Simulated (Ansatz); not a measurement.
Species: NaF (charge -1, doublet). 
Geometry from a B3LYP-D3(BJ)/def2-TZVP (Ansatz, a program for electronic structure) optimisation:
```
Na
F 1 2.0076
```
Charge -1, spin multiplicity 2.

Basis-set convergence of Hartree-Fock and CCSD(T) correlation energies (hartree) with Ansatz. Correlated levels leave the core frozen unless marked. Open shells are spin-unrestricted. Spin-orbit coupling is left out. No relativistic terms.

```tsv
basis	functions	E(HF)	E(corr, CCSD(T))
def2-SVPD	41	-261.20955	-0.22597
def2-TZVPPD	75	-261.38565	-0.28717
def2-QZVPPD	124	-261.39681	-0.31127
```

Extrapolating the two largest sets (X = 3 and 4) as X^-3: E(corr) = (64·(-0.31127) - 27·(-0.28717))/37 = -0.3289 Eh, an estimate of the basis-set limit. The largest set recovers 94.7 % of it, the smallest 68.7 %.
